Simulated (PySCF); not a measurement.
## Oxygen: a sound run and one with changed settings

Sound run: O²⁺ [He] 2s2 2p2, O³⁺ [He] 2s2 2p1. All numbers are calculated (PySCF 2.14, scalar relativity by spin-free X2C-1e, in x2c-SVPall (3s2p1d, 14 functions)). The sound run starts from symmetry-adapted Hartree-Fock orbitals and uses a fine grid where one is needed.

Changed run: radial step 0.5 in ln r (0.13 in the sound run). This setting is unsound on purpose.

```tsv
species	method	sound run (hartree)	changed run (hartree)	converged
O²⁺	UHF	-73.05232	-73.05232	yes
O²⁺	LDA	-72.65844	-72.66656	yes
O²⁺	M06-L	-73.23551	-73.26664	yes
O³⁺	UHF	-71.03918	-71.03918	yes
O³⁺	LDA	-70.61589	-70.62217	yes
O³⁺	M06-L	-71.20125	-71.23083	yes
```

Ionisation energy of O²⁺:

```tsv
method	sound run (eV)	changed run (eV)
UHF	54.780	54.780
LDA	55.581	55.631
M06-L	55.355	55.397
```

A coarse radial grid mis-integrates the density and the exchange-correlation energy, with errors of either sign; Hartree-Fock needs no grid.

For comparison, NIST gives 54.936 eV between the lowest levels.
